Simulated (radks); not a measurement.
Initial-state core-level shifts of neutral indium when its valence configuration changes from [Kr] 4d10 5s2 5p1. Method: scalar-relativistic Kohn-Sham, PBE, spin-unpolarised, spherical densities, finite nucleus; Fermi nuclear charge, rms radius 4.6156 fm; computed with a radial shooting solver on a logarithmic mesh with Libxc functionals. Shifts are changes of the shell-averaged eigenvalues in eV (positive: less bound); the change of the density at the nucleus, which sets a Mossbauer isomer shift, is in e/bohr^3, on a base of 1.795e+05.

valence,1s,3p,3d,4p,density at nucleus
4d10 5s1 5p2,-1.682,-1.660,-1.657,-1.682,-28.16
4d10 5s1.5 5p1.5,-0.864,-0.853,-0.851,-0.864,-13.65
4d9 5s2 5p2,-7.260,-7.400,-7.442,-6.420,+16.55
4d10 5p3,-3.216,-3.175,-3.168,-3.215,-59.45
4d8 5s2 5p3,-14.716,-14.986,-15.084,-12.767,+33.96
4d6 5s2 5p5,-30.357,-30.831,-31.081,-25.378,+71.52
4d9 5s1.5 5p2.5,-8.023,-8.156,-8.196,-7.175,+0.04
4d9 5s0.5 5p3.5,-9.475,-9.594,-9.633,-8.611,-35.09
4d8 5p5,-17.420,-17.678,-17.773,-15.415,-46.59
